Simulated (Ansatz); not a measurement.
CH₇BSi₂ (`B1C[SiH2][SiH2]1`) from Hartree–Fock to CCSD(T)

```xyz
11

B     0.200    1.083   -0.420
C    -0.483    0.077   -1.359
Si    0.259   -1.096   -0.001
Si   -0.049    0.770    1.486
H     1.319    1.436   -0.687
H    -0.123   -0.029   -2.379
H    -1.556   -0.104   -1.282
H    -0.766   -2.111    0.342
H     1.574   -1.707   -0.298
H    -1.358    0.497    2.134
H     0.984    1.185    2.463
```

Total charge 0; spin multiplicity 1. Geometry: relaxed with PBE0-D4/def2-TZVP. Frozen core, restricted reference, the Gaussian-basis code of Ansatz. CBS rows extrapolate triple and quadruple zeta; past MP2 they add the triple-zeta difference.

```
     basis     HF (Eh)  MP2 corr.  CCSD corr.       (T)  CCSD(T) total
  def2-SVP  -644.20742   -0.43012    -0.48965  -0.01767     -644.71474
def2-TZVPP  -644.48134   -0.52846    -0.58351  -0.02619     -645.09104
def2-QZVPP           ?   -0.56324           –         –              –
 CBS(def2)           ?          ?           ?     as TZ              ?
```

**Question.** Fill in the withheld values. (Best estimate.)

**Answer.** The calculation gave: def2-QZVPP HF (Eh): -644.50184; CBS(def2) HF (Eh): -644.50467; CBS(def2) MP2 corr.: -0.58901; CBS(def2) CCSD corr.: -0.64407; CBS(def2) CCSD(T) total: -645.17493.
